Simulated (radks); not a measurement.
Excited configurations of Ti: one electron is placed in a higher orbital outside [Ar] 3d2 4s1. The ground configuration is [Ar] 3d2 4s2. Method: scalar-relativistic Kohn-Sham, LDA (Slater exchange, Perdew-Wang correlation), spin-polarised, spherical densities, finite nucleus; open shells are filled with parallel spins first; Fermi nuclear charge, rms radius 3.5921 fm; computed with a radial shooting solver on a logarithmic mesh with Libxc functionals. Excitation = E - E(ground); binding = E(ion) - E, where the ion is the core of charge +1; n* = 1/sqrt(2 binding) in atomic units, and the quantum defect is n - n*.

outer orbital  excitation (eV)  binding (eV)     n*  quantum defect  eigenvalue (eV)  <r> (bohr)
4p                       2.167         4.769  1.689           2.311           -2.480       4.394
4f                       5.992         0.944  3.797           0.203           -0.461       16.75
5f                       6.286         0.650  4.574           0.426           -0.383       28.54
6p                       5.880         1.056  3.589           2.411           -0.665       20.25
6f                       6.466         0.470  5.380           0.620           -0.298       42.94
7s                       6.115         0.821  4.072           2.928           -0.540       27.51
7p                       6.249         0.687  4.449           2.551           -0.452       32.17
7d                       6.439         0.497  5.230           1.770           -0.328       43.67
7f                       6.582         0.354  6.197           0.803           -0.235       59.98

The Delta-SCF ionisation energy is 6.936 eV (NIST Atomic Spectra Database: 6.828 eV, measured). Self-interaction in the functional shifts the binding energies and quantum defects, so they are the method's values and not measured ones. Open shells are spherical and high-spin; term and fine-structure splittings are not resolved.
